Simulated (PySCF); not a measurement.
# Ionisation energy of Zr¹⁹⁺ by level of theory

Zr¹⁹⁺ [Ar] 3d3 (4F) → Zr²⁰⁺ [Ar] 3d2 (3F), as a difference of total energies. Computed with PySCF 2.14 in an even-tempered Gaussian basis (17 s from 1.7 bohr⁻², ratio 2.5; 11 p from 2.2 bohr⁻², ratio 2.5; 8 d from 2.2 bohr⁻², ratio 2.5; 4 f from 8.8 bohr⁻², ratio 2.7; 4 g from 13 bohr⁻², ratio 2.7), with no relativity, point nucleus. Correlated levels: outer shells: [Ne] frozen; virtual orbitals above 40 to 60 times the deepest correlated orbital energy dropped. The calculations carry no spin-orbit coupling.

```json
{"method": "UHF", "ionisation energy (eV)": "805.34"}
{"method": "LDA", "ionisation energy (eV)": "806.07"}
{"method": "PBE", "ionisation energy (eV)": "805.80"}
{"method": "PBE0", "ionisation energy (eV)": "806.09"}
{"method": "r2SCAN", "ionisation energy (eV)": "806.81"}
{"method": "M06-2X", "ionisation energy (eV)": "806.77"}
{"method": "MN15", "ionisation energy (eV)": "805.08"}
{"method": "MP2 (outer shells)", "ionisation energy (eV)": "805.76"}
{"method": "SCS-MP2 (outer shells)", "ionisation energy (eV)": "805.49"}
```

**Question.** How much does correlation contribute at MP2 (outer shells)?

**Answer.** 805.76 − (805.34) = 0.42 eV, measured against UHF.

A first-order spin-orbit estimate (lowest level to lowest level, LS coupling) adds -0.105 eV.

All relativistic terms are absent from these numbers, so their closeness to the reference says little about the methods.

For comparison: 803 ± 4 eV (theoretical estimate listed by NIST; NIST Atomic Spectra Database, ionization energies).
